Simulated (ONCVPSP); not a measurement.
**Plane-wave convergence, ONCV potential for Cd**

- Element: Cd (Z = 48)
- Generator: ONCVPSP 4.0.1
- Type: optimised norm-conserving Vanderbilt (ONCV)
- Functional: PBE
- Relativity: scalar-relativistic
- Frozen core: [Ar] 3d10
- Valence charge: 20
- Reference configuration: 4s2 4p6 4d10 5s2
- Partial waves: 4s+5s: rc 1.45 bohr, ncon 3, nbas 6, qcut 9.7 1/bohr, 2 projectors; 4p: rc 1.40 bohr, ncon 4, nbas 9, qcut 10 1/bohr, 1 projector; 4d: rc 1.50 bohr, ncon 4, nbas 9, qcut 12.7 1/bohr, 3 projectors, debl 2.2 Ha
- Local potential: polynomial inside 1.10 bohr (lpopt 4, dvloc0 4 Ha)
- Core correction: none

Problem. For each optimised wave give the share of its norm inside rc, the residual kinetic energy above qcut (Ha) and the cutoffs (Ha) for errors of 10, 1, 0.1 and 0.01 mHa per electron.

Solution.

```csv
wave,norm inside rc,residual KE,10 mHa,1 mHa,0.1 mHa,0.01 mHa
4s,0.956,4.0e-07,24.8,31.8,37.3,41.4
5s,0.053,1.4e-07,18.3,27.6,34.3,39.5
4p,0.893,7.1e-07,15.5,28.4,38.0,43.8
4d,0.714,2.7e-09,30.6,40.5,49.5,57.3
d projector 2,0.067,5.8e-10,26.0,36.4,45.9,54.3
d projector 3,0.122,1.3e-09,31.3,41.5,51.1,59.4
```

The occupied waves need 41 Ha and 49 Ha for 1 and 0.1 mHa.
